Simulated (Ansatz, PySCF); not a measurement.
H$_{5}$AlF$_{2}$O$_{2}$Si$_{2}$ (SMILES [OH][Al]([OH])[SiH2][SiH](F)F), singlet, geometry from GFN2-xTB (such geometries of metal compounds can be far from the true shape), with bond 11-6 at 1.4 times its length. Base run: CASSCF(4,6)/STO-3G (PySCF).

Here is a job for PySCF.
```python
from pyscf import gto, scf, mcscf
import numpy

mol = gto.Mole()
mol.atom = '''
    Si    1.49130927    1.34303365   -0.26459865
    F     1.18832504    1.14309526   -1.83314355
    F     2.51666732    0.12515359   -0.03248880
    Si   -0.45039210    0.93063081    0.90428786
    Al   -1.41212155   -1.19111769    0.28486226
    O    -0.31758963   -2.26867472   -0.31109029
    O    -3.03954065   -1.36908481    0.49032413
    H     2.36516810    2.50408153   -0.24988713
    H    -1.32599379    2.10728889    0.68309345
    H    -0.10481580    1.07778762    2.33970160
    H     0.59578807   -3.08823240   -0.81091843
    H    -3.97233072   -1.49402068    0.59316472
'''
mol.basis = 'sto-3g'
mol.verbose = 4
mol.build()

mf = scf.RHF(mol)
mf.kernel()
mc = mcscf.CASSCF(mf, 6, 4)
mc.fix_spin_(ss=0.0)
mc.kernel()
occ = numpy.linalg.eigvalsh(mc.fcisolver.make_rdm1(mc.ci, mc.ncas, mc.nelecas))[::-1]
ss = mc.fcisolver.spin_square(mc.ci, mc.ncas, mc.nelecas)[0]
print('natural occupations', occ.round(4), ' <S^2>', round(ss, 4))
```

Programs used: Ansatz (a program for electronic structure), PySCF; a row that names a program was run with it.

The base run was repeated with changes; each row names its change, and settings that it needs were set with it.

| change | ΔE vs base (mEh) | natural occupations | <S^2> of the state |
|---|---|---|---|
| base | 0.000 | 1.99 1.91 0.08 0.01 0.00 0.00 | 0.00 |
| code = ansatz | -1.073 | - | - |
| fix_spin_ = off | 0.000 | 1.99 1.91 0.08 0.01 0.00 0.00 | 0.00 |
| code = ansatz; correction = SC-NEVPT2, all electrons | -172.0 | - | - |
| active space = 6 electrons, 6 orbitals | -10.514 | 1.98 1.98 1.92 0.08 0.02 0.02 | 0.00 |
| conv_tol = 1e-5 | 0.027 | 1.99 1.92 0.08 0.01 0.00 0.00 | 0.00 |
| start = MP2 natural orbitals | -1.094 | 1.98 1.92 0.08 0.02 0.00 0.00 | 0.00 |
| orbitals = fixed (CASCI) | 48.305 | 2.00 1.99 0.00 0.00 0.00 0.00 | 0.00 |
| solver = newton | 38.227 | 1.99 1.98 0.02 0.01 0.00 0.00 | 0.00 |
| active space = 10 electrons, 9 orbitals | -25.658 | 2.00 1.99 1.98 1.98 1.92 0.08 0.02 0.02 0.02 | 0.00 |
| state_average = 2 states | 1.746 | - | - |

Active orbitals are taken around the Fermi level unless the row says otherwise; CASSCF can end in different local minima, and two programs can end on different orbitals. State-averaged rows give the lowest state.
